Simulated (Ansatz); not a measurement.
Species: SbI3, charge -1, multiplicity 2. 
Structure (B3LYP-D3(BJ)/def2-TZVP (Ansatz, a quantum-chemistry and plane-wave program) minimum search):
```xyz
4

Sb     0.0693    -0.4465     0.0121
I     -2.8003    -1.4039     0.0087
I     -0.3602     2.3224    -0.0627
I      3.0939    -0.4888     0.0424
```
Charge -1, spin multiplicity 2.

Basis-set convergence of Hartree-Fock and CCSD correlation energies (hartree) with Ansatz. Correlated levels leave the core frozen unless marked. UHF or UKS for open shells. No spin-orbit coupling. Frozen are the shells of the preceding noble gas and the d and f shells that filled before the atom's block. In def2 rows, elements after Kr have scalar-relativistic effective core potentials.

```json
[
 {"basis": "def2-SVPD", "functions": "137", "E(HF)": "-1129.42009", "E(corr, CCSD)": "-0.43430"},
 {"basis": "def2-TZVPPD", "functions": "233", "E(HF)": "(withheld)", "E(corr, CCSD)": "(withheld)"}
]
```

**Question.** Some entries are withheld; supply them.

**Answer.** 
- def2-TZVPPD, E(HF): -1129.44927
- def2-TZVPPD, E(corr, CCSD): -0.57131
